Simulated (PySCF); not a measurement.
C₄H₉BO₂ (SMILES C=CCOB(C)O), singlet, at a GFN2-xTB geometry, with bond 12-3 at 1.3 times its length. Base run: PySCF with HF/STO-3G.

Geometry (Å):
```xyz
16

C      2.7434     0.2255     0.3490
C      1.6814     0.6289    -0.3243
C      0.8005    -0.2706    -1.1424
O     -0.5784    -0.0219    -0.9461
B     -1.2081    -0.1367     0.2559
C     -2.7758     0.1352     0.2773
O     -0.5885    -0.4743     1.4124
H      3.0563    -0.8069     0.3534
H      3.3567     0.9106     0.9085
H      1.3775     1.6670    -0.3193
H      1.0298    -1.3253    -0.9347
H      1.0402    -0.0259    -2.5279
H     -3.1272     0.5190    -0.6746
H     -3.3199    -0.7806     0.4922
H     -3.0377     0.8469     1.0547
H      0.3591    -0.6097     1.3602
```
All else is at PySCF's defaults.
Base energy -326.93892 Eh.

Each row names what was changed in the base input (with any setting that the change needs).

| change | ΔE vs base (µEh) | SCF cycles |
|---|---|---|
| base | 0.0 | 10 |
| conv_tol = 1e-12 | 0.0 | 14 |
| solver = newton; init_guess = 1e | 0.0 | - |
| diis_space = 2 | 0.0 | 11 |
| diis_space = 12 | 0.0 | 10 |
| diis = off; damp = 0.3 (with mf.diis_start_cycle = 200; with mf.max_cycle = 150) | 0.0 | 16 |
| conv_tol = 1e-7 | 0.0 | 8 |
| level_shift = 0.5 (with mf.max_cycle = 100) | 0.0 | 13 |
| init_guess = 1e | 0.0 | 18 |
| solver = newton | 0.0 | - |
| level_shift = 0.3 (with mf.max_cycle = 100) | 0.0 | 11 |
| conv_tol = 1e-4 | 0.3 | 5 |
| init_guess = mod_huckel | 0.0 | 11 |
